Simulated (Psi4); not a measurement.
Cl4OW, singlet, at a GFN2-xTB geometry (such geometries of metal compounds can be far from the true shape) (core potentials on W); SVWN/def2-SV(P) (Psi4 1.11).

The Psi4 input:
```
memory 2 GB

molecule {
0 1
W     0.16461245   -0.05051104   -0.09004072
O     1.58033747   -0.48492377   -0.86442259
Cl    0.48222147   -0.52046481    2.10349082
Cl   -1.21233975    0.74450032   -1.70412629
Cl   -1.15304426   -1.89345041   -0.11588472
Cl    0.42292598    2.11748592    0.51524926
}

set {
  basis def2-sv(p)
}

energy('svwn')
print_variables()
```

The log (banner, timings and long lists left out):

```
   => Loading Basis Set <=

    Name: DEF2-SV(P)
    Role: ORBITAL
    Keyword: BASIS

    !!!  WARNING: ECP capability is in beta. Please check occupations closely.  !!!

         ---------------------------------------------------------
                                   SCF
               by Justin Turney, Rob Parrish, Andy Simmonett
                          and Daniel G. A. Smith
                              RKS Reference
         ---------------------------------------------------------

  ==> Geometry <==

    Molecular point group: c1
    Full point group: C1

    Geometry (in Angstrom), charge = 0, multiplicity = 1:

       Center              X                  Y                   Z               Mass
    ------------   -----------------  -----------------  -----------------  -----------------
         W            0.151384380564    -0.046452030703    -0.082805149652   183.950930920000
         O            1.567109400564    -0.480864760703    -0.857187019652    15.994914619570
         CL           0.468993400564    -0.516405800703     2.110726390348    34.968852682000
         CL          -1.225567819436     0.748559329297    -1.696890719652    34.968852682000
         CL          -1.166272329436    -1.889391400703    -0.108649149652    34.968852682000
         CL           0.409697910564     2.121544929297     0.522484830348    34.968852682000

  Running in c1 symmetry.

  Rotational constants: A =      0.04012  B =      0.04012  C =      0.02541 [cm^-1]
  Rotational constants: A =   1202.80076  B =   1202.80076  C =    761.86343 [MHz]
  Nuclear repulsion =  617.635256252572958

  Charge       = 0
  Multiplicity = 1
  Electrons    = 90
  Nalpha       = 45
  Nbeta        = 45

  ==> Algorithm <==

  SCF Algorithm Type is DF.
  DIIS enabled.
  MOM disabled.
  Fractional occupation disabled.
  Guess Type is SAD.
  Energy threshold   = 1.00e-06
  Density threshold  = 1.00e-06
  Integral threshold = 1.00e-12

  ==> Primary Basis <==

  Basis Set: DEF2-SV(P)
    Blend: DEF2-SV(P)
    Number of shells: 49
    Number of basis functions: 111
    Number of Cartesian functions: 118
    Spherical Harmonics?: true
    Max angular momentum: 2

  Core potential: DEF2-SV(P)
    Number of shells: 4
    Number of ECP primitives: 10
    Number of ECP core electrons: 60
    Max angular momentum: 3

  ==> DFT Potential <==

   => LibXC <=

    Version 7.1.2
    S. Lehtola, C. Steigemann, M. J. T. Oliveira, and M. A. L. Marques,  SoftwareX 7, 1–5 (2018) (10.1016/j.softx.2017.11.002)

   => Composite Functional: SVWN <=

    Slater exchange
    Vosko, Wilk & Nusair (VWN5_RPA)
    P. A. M. Dirac,  Math. Proc. Cambridge Philos. Soc. 26, 376 (1930) (10.1017/S0305004100016108)
    F. Bloch,  Z. Phys. 57, 545 (1929) (10.1007/BF01340281)
    S. H. Vosko, L. Wilk, and M. Nusair,  Can. J. Phys. 58, 1200 (1980) (10.1139/p80-159)

    Deriv               =              1
    GGA                 =          FALSE
    Meta                =          FALSE

    Exchange Hybrid     =          FALSE
    MP2 Hybrid          =          FALSE

   => Exchange Functionals <=

    1.0000         XC_LDA_X

   => Correlation Functionals <=

    1.0000   XC_LDA_C_VWN_RPA

   => LibXC Density Thresholds  <==

    XC_LDA_C_VWN_RPA:  1.00E-15
    XC_LDA_X:  1.00E-15

   => Molecular Quadrature <=

    Radial Scheme          =       TREUTLER
    Pruning Scheme         =           NONE
    Nuclear Scheme         =       TREUTLER

    Blocking Scheme        =         OCTREE
    BS radius alpha        =              1
    Pruning alpha          =              1
    Radial Points          =             75
    Spherical Points       =            302
    Total Points           =         129100
    Total Blocks           =           1090
    Max Points             =            256
    Max Functions          =             99
    Weights Tolerance      =       1.00E-15

   => Loading Basis Set <=

    Name: (DEF2-SV(P) AUX)
    Role: JKFIT
    Keyword: DF_BASIS_SCF

  ==> Integral Setup <==

  SCF_SUBTYPE=INCORE selected. In-core MEM_DF algorithm will be used.
  Using in-core AOs.

  ==> MemDFJK: Density-Fitted J/K Matrices <==

    J tasked:                   Yes
    K tasked:                    No
    wK tasked:                   No
    Algorithm:                 Core
    Schwarz Cutoff:           1E-12
    Mask sparsity (%):       6.8663
    Fitting Condition:        1E-10

   => Auxiliary Basis Set <=

  Basis Set: (DEF2-SV(P) AUX)
    Blend: DEF2-UNIVERSAL-JKFIT
    Number of shells: 222
    Number of basis functions: 816
    Number of Cartesian functions: 1054
    Spherical Harmonics?: true
    Max angular momentum: 6

  Minimum eigenvalue in the overlap matrix is 8.9162027329E-03.
  Reciprocal condition number of the overlap matrix is 2.1372478533E-03.
    Using symmetric orthogonalization.

  ==> Pre-Iterations <==

  SCF Guess: Superposition of Atomic Densities via on-the-fly atomic UHF (no occupation information).

   -------------------------
    Irrep   Nso     Nmo
   -------------------------
     A        111     111
   -------------------------
    Total     111     111
   -------------------------

  ==> Iterations <==

                           Total Energy        Delta E     RMS |[F,P]|

   @DF-RKS iter SAD: -1977.60619914782797   -1.97761e+03   0.00000e+00
   @DF-RKS iter   1: -1977.24623327972381    3.59966e-01   1.11721e-02 ADIIS/DIIS
   @DF-RKS iter   2: -1967.23916612032508    1.00071e+01   3.40710e-02 ADIIS/DIIS
   @DF-RKS iter   3: -1977.84277938372952   -1.06036e+01   4.29162e-03 ADIIS/DIIS
   @DF-RKS iter   4: -1977.60252961369065    2.40250e-01   7.81423e-03 ADIIS/DIIS
   @DF-RKS iter   5: -1977.96160784763651   -3.59078e-01   1.00024e-03 ADIIS/DIIS
   @DF-RKS iter   6: -1977.96333495916770   -1.72711e-03   9.38378e-04 ADIIS/DIIS
   @DF-RKS iter   7: -1977.96647814907260   -3.14319e-03   5.93707e-04 ADIIS/DIIS
   @DF-RKS iter   8: -1977.96812681655115   -1.64867e-03   2.38126e-04 ADIIS/DIIS
   @DF-RKS iter   9: -1977.96834239371537   -2.15577e-04   1.09157e-04 ADIIS/DIIS
   @DF-RKS iter  10: -1977.96839459518219   -5.22015e-05   3.40026e-05 DIIS
   @DF-RKS iter  11: -1977.96840203240890   -7.43723e-06   8.53558e-06 DIIS
   @DF-RKS iter  12: -1977.96840252021320   -4.87804e-07   1.30928e-06 DIIS
   @DF-RKS iter  13: -1977.96840252899892   -8.78572e-09   2.67339e-07 DIIS
  Energy and wave function converged.

  ==> Post-Iterations <==

   Electrons on quadrature grid:
      Ntotal   =   90.0000378349 ; deviation = 3.783e-05

    Orbital Energies [Eh]
    ---------------------

    Doubly Occupied:

[...]
    Virtual:

[...]
    Final Occupation by Irrep:
              A
    DOCC [    45 ]
    NA   [    45 ]
    NB   [    45 ]

  @DF-RKS Final Energy: -1977.96840252899892

   => Energetics <=

    Nuclear Repulsion Energy =            617.6352562525729581
    One-Electron Energy =               -3987.5923887648968957
    Two-Electron Energy =                1516.3661021987379627
    DFT Exchange-Correlation Energy =    -124.3773722154130468
    Empirical Dispersion Energy =           0.0000000000000000
    VV10 Nonlocal Energy =                  0.0000000000000000
    Total Energy =                      -1977.9684025289989222

Computation Completed

Properties will be evaluated at   0.000000,   0.000000,   0.000000 [a0]

Properties computed using the SCF density matrix

 Multipole Moments:

 ------------------------------------------------------------------------------------
     Multipole            Electronic (a.u.)      Nuclear  (a.u.)        Total (a.u.)
 ------------------------------------------------------------------------------------

 L = 1.  Multiply by 2.5417464519 to convert [e a0] to [Debye]
 Dipole X            :         20.6747446          -20.9141163           -0.2393716
 Dipole Y            :         -6.3440739            6.4174598            0.0733858
 Dipole Z            :        -11.3087830           11.4397306            0.1309476
 Magnitude           :                                                    0.2825447

 ------------------------------------------------------------------------------------

  Variable Map:
  ----------------------------------------------------------------------------
[...]
  Array Variable Map:
  ----------------------------------------------------------------------------
[...]
[...]
```
